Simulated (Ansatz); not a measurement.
Energy difference R1 → P1 + P2, each structure at its B3LYP-D3(BJ)/def2-TZVP stationary point, reached from a drawn start (curvature not checked).
R1, Cl4OW (SMILES [O]=[W]([Cl])([Cl])([Cl])[Cl]) (charge 0, multiplicity 1, Z-matrix in Å and degrees):
```
W
O 1 1.6793
Cl 1 2.3072 2 103.96
Cl 1 2.3073 2 104.02 3 -90.03
Cl 1 2.3073 2 103.99 3 89.96
Cl 1 2.3073 2 103.98 3 179.97
```
P1, Cl3OW (SMILES [O]=[W]([Cl])([Cl])[Cl]) (charge 0, multiplicity 2):
```xyz
5

W      0.04954     0.18859     0.04978
O      1.09523     1.01261     1.08904
Cl     1.28414    -1.32508    -1.12774
Cl    -1.28686     1.43304    -1.30115
Cl    -1.14215    -1.30916     1.29017
```
P2: Cl atom, charge 0, multiplicity 2.

P less R. No zero-point or thermal terms; singlets are restricted closed shells; open shells are unrestricted; no spin–orbit coupling. The spin states of the d-block species are the ones drawn and need not be the lowest.

Correlated levels freeze the cores.

Codes used: Ansatz (a quantum-chemistry and plane-wave program) with Gaussian orbitals. No computed number here is a measurement. Elements past Kr take the def2 small-core potentials, without spin–orbit coupling.

Total energies in hartree:

| structure | PBE/def2-TZVPP | PBE0/def2-TZVPP | CCSD(T)/def2-TZVPP |
|---|---|---|---|
| R1 | -1982.706621 | -1982.770330 | -1980.895600 |
| P1 | -1522.626103 | -1522.664431 | -1521.127227 |
| P2 | -459.958430 | -459.997429 | -459.664645 |

Work out the reaction energy at each level in eV (1 hartree = 27.21139 eV), and say how far PBE/def2-TZVPP lies from CCSD(T)/def2-TZVPP.


- PBE/def2-TZVPP: (-1522.626103) + (-459.958430) − (-1982.706621) = 0.122088 hartree = 3.322 eV
- PBE0/def2-TZVPP: (-1522.664431) + (-459.997429) − (-1982.770330) = 0.108470 hartree = 2.952 eV
- CCSD(T)/def2-TZVPP: (-1521.127227) + (-459.664645) − (-1980.895600) = 0.103728 hartree = 2.823 eV
PBE/def2-TZVPP less CCSD(T)/def2-TZVPP: 0.499 eV. CCSD(T)/def2-TZVPP is the level counted from, the highest shown, and no exact or measured value.
